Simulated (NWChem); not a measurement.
The numbers come from NWChem runs, not from measurements. System: CH₂NS, charge 1, spin multiplicity 1, at the geometry of a parent with another charge or spin, in a state set for the comparison that need not be this species' ground state. Level: B2PLYP/def2-TZVPD, 7 core orbitals frozen.

Output (cleaned and shortened):

```
             Northwest Computational Chemistry Package (NWChem) 7.3.0
             --------------------------------------------------------

                                NWChem Input Module
                                -------------------

 Scaling coordinates for geometry "geometry" by  1.889725989
 (inverse scale =  0.529177249)

 Turning off AUTOSYM since
 SYMMETRY directive was detected!

                             Geometry "geometry" -> ""
                             -------------------------

 Output coordinates in angstroms (scale by  1.889725989 to convert to a.u.)

  No.       Tag          Charge          X              Y              Z
 ---- ---------------- ---------- -------------- -------------- --------------
    1 N                    7.0000    -0.00108200    -1.60190100     0.00000000
    2 C                    6.0000     0.45915300    -0.37258500     0.00000000
    3 S                   16.0000    -0.14892100     1.10335600     0.00000000
    4 H                    1.0000    -0.99984200    -1.81401500     0.00000000
    5 H                    1.0000     0.63523200    -2.39087100     0.00000000

 Effective nuclear repulsion energy (a.u.)      86.4853104184

            Nuclear Dipole moment (a.u.)
            ----------------------------
        X                 Y               Z
 ---------------- ---------------- ----------------
    -0.0000037795    -0.0000132281     0.0000000000

      Symmetry information
      --------------------

 Group name             Cs
 Group number              2
 Group order               2
 No. of unique centers     5

      Symmetry unique atoms

     1    2    3    4    5


 Summary of "ao basis" -> "" (spherical)
 ------------------------------------------------------------------------------
       Tag                 Description            Shells   Functions and Types
 ---------------- ------------------------------  ------  ---------------------
 *                         def2-tzvpd                 on all atoms

  dft_input: which_mp2 not specified, using semidirect MP2 by default.

                                 NWChem DFT Module
                                 -----------------

 Summary of "ao basis" -> "ao basis" (spherical)
 ------------------------------------------------------------------------------
       Tag                 Description            Shells   Functions and Types
 ---------------- ------------------------------  ------  ---------------------
[...]
              MO Center= -9.6D-02, -1.6D+00,  1.7D-16, r^2= 7.0D+00
   Bfn.  Coefficient  Atom+Function         Bfn.  Coefficient  Atom+Function
  ----- ------------  ---------------      ----- ------------  ---------------
     6      1.591914  1 N  s                132     -1.434237  5 H  s
    43      1.310345  2 C  s                 42     -0.712329  2 C  s
   123     -0.651982  4 H  s                 51     -0.592699  2 C  py
   137     -0.546994  5 H  py                 4     -0.419768  1 N  s
    67     -0.362899  2 C  d  2              94     -0.350508  3 S  py

 center of mass
 --------------
 x =   0.01152623 y =   0.13029249 z =   0.00000000

 moments of inertia (a.u.)
 ------------------
         304.660918582019          25.033103889594           0.000000000000
          25.033103889594          16.608611290419           0.000000000000
           0.000000000000           0.000000000000         321.269529872438

     Multipole analysis of the density
     ---------------------------------

     L   x y z        total         alpha         beta         nuclear
     -   - - -        -----         -----         ----         -------
     0   0 0 0      1.000000    -15.000000    -15.000000     31.000000

     1   1 0 0     -0.205085     -0.102541     -0.102541     -0.000004
     1   0 1 0     -1.188295     -0.594141     -0.594141     -0.000013
     1   0 0 1     -0.000000     -0.000000     -0.000000      0.000000

     2   2 0 0    -13.555716    -12.175487    -12.175487     10.795257
     2   1 1 0     -0.831306      5.562922      5.562922    -11.957151
     2   1 0 1      0.000000      0.000000      0.000000      0.000000
     2   0 2 0     -5.113940    -86.978272    -86.978272    168.842603
     2   0 1 1      0.000000      0.000000      0.000000      0.000000
     2   0 0 2    -17.655744     -8.827872     -8.827872      0.000000

                   NWChem MP2 Semi-direct Energy/Gradient Module
                   ---------------------------------------------

  Basis functions       =    138
  Molecular orbitals    =    138
  Frozen core           =      7
  Frozen virtuals       =      0
  Active alpha occupied =      8
  Active beta occupied  =      8
  Active alpha virtual  =    123
  Active beta virtual   =    123
  Use MO symmetry       = T
  Use skeleton AO sym   = T

  AO/Fock/Back tols     =   1.0D-09  1.0D-09  1.0D-09

 GA uses MA = F    GA memory limited = T

 Available:
  local mem=  4.43D+07
 global mem=  1.44D+08
 local disk=  0.00D+00
  mp2_memr nvloc                   123
  nvloc new                   123
   1 passes of   8:        5242880                      88030                  31715448.
   1 passes of   8: M     44318578           G      144141112           F      39075698.

 Semi-direct pass number   1 of   1  for RHF alpha+beta  at       11.3s
  vrange nnbf                  9470
  mp2_eaftype                   120  avail_ma_in_mb                   386
 EAF : mp2_eaftype filesize         120   15857724.
  mp2_eaf for mointskh                    120
Node 0 wrote     74.5 Mb in      0.0 s     Agg I/O rate:  3597.1 Mb/s
 Done moints_semi at       21.1s
  mp2_eaftype                   120  avail_ma_in_mb                   386
 EAF : mp2_eaftype filesize         120   15857724.
  mp2_eaf for kh                   120
 Done maket at       21.4s
 Done multipass loop at       21.4s

          -------------------------------------------
          DFT energy                    -491.577953083461
          Unscaled MP2 energy             -0.659513949555
          Total DFT+MP2 energy          -491.756021849841
          -------------------------------------------

 -----------------------
 Performance information
 -----------------------

 Timer overhead =  2.48D-07 seconds/call

               Nr. of calls         CPU time (s)                 Wall time (s)                GFlops
             ---------------    -------------------     ------------------------------   -------------------
Name         Min   Avg   Max    Min     Avg     Max     Min     Avg     Max   Mx/calls   Min     Max     Sum
mp2: moin     1     1     1    9.9     9.9     9.9      9.9     9.9     9.9     9.9      0.0     0.0     0.0
mp2: make     1     1     1   0.30    0.30    0.30     0.30    0.30    0.30    0.30      0.0     0.0     0.0
mp2: tota     1     1     1    10.     10.     10.      10.     10.     10.     10.      0.0     0.0     0.0

 The average no. of pstat calls per process was 3.00D+00
 with a timing overhead of 7.45D-07s

 Task  times  cpu:       21.4s     wall:       21.4s

 Total times  cpu:       21.4s     wall:       21.4s
```

Write an NWChem input that would produce this output.

This is not unique; one that fits is 
```
start mol
memory heap 200 mb stack 900 mb global 1100 mb
charge 1
geometry units angstroms nocenter noautoz
  N     -0.001082    -1.601901     0.000000
  C      0.459153    -0.372585     0.000000
  S     -0.148921     1.103356     0.000000
  H     -0.999842    -1.814015     0.000000
  H      0.635232    -2.390871     0.000000
  symmetry group Cs
end
basis spherical
  * library def2-tzvpd
end
dft
  xc hfexch 0.53 becke88 0.47 lyp 0.73 mp2 0.27
  dftmp2
  semidirect memsize 60000000 filesize 0
  iterations 100
end
mp2
  freeze core 7
end
task dft energy
```
